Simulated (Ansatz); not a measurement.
`[NH2][GaH][SeH]` + H–F → `[F][GaH][SeH]` + NH₃ at 400 K and 1 bar (ligand exchange at a Ga–N bond).

Calculated with Ansatz (gas phase, PBE0-D4/def2-TZVP geometries, no zero-point term in ΔE). CBS: MP2 limit from def2 TZ/QZ plus the TZ coupled-cluster correction, frozen cores. This one scheme is used for every species. For Ga, Se outer-core shells are correlated without core-valence functions, which leaves a few kJ/mol of doubt a bond. Scalar relativity is left out up to krypton. One conformer a species, not always the lowest.

```csv
species,CCSD(T)/CBS energy (Eh),H − E (kJ/mol),S (J/(mol·K))
`[NH2][GaH][SeH]`,-4381.81164,134.5,361.8
H–F,-100.39570,36.5,182.2
`[F][GaH][SeH]`,-4425.71391,68.7,339.5
NH₃,-56.50880,104.2,203.1
```

H − E and S are ideal-gas, rigid-rotor, harmonic terms from PBE0-D4/def2-TZVP, for one conformer and one mirror image of each species. 1 Eh = 2625.50 kJ/mol, R = 8.31446 J/(mol·K).

Question: By hand: ΔE, ΔH, ΔS and ΔG.

Answer: ΔE = (-4425.71391) + (-56.50880) − (-4381.81164) − (-100.39570) = -0.01537 Eh = -40.4 kJ/mol. Δ(H − E) = 68.7 + 104.2 − 134.5 − 36.5 = 1.9, so ΔH = -38.5 kJ/mol. ΔS = 339.5 + 203.1 − 361.8 − 182.2 = -1.4 J/(mol·K). ΔG = -38.5 − 400 × (-1.4)/1000 = -37.9 kJ/mol.

Question: By hand: the equilibrium constant, and the temperature at which ΔG would vanish if ΔH and ΔS stayed fixed.

Answer: log₁₀ K = −ΔG/(RT ln 10) = 4.9. ΔG = 0 at ΔH/ΔS = 27500 K, far beyond where these terms or the molecules hold.

The number of gas molecules stays the same, so ΔS is small and ΔH decides. A doubt of 5 kJ/mol in ΔE shifts log₁₀ K by 0.7 here. Other conformers and mirror images would add mixing entropy, several J/(mol·K) or more a flexible species. These are equilibria of isolated gas molecules and say nothing of rates. Largest T1 diagnostic: 0.012 (customary marks: 0.02 for closed shells, 0.045 for open ones).
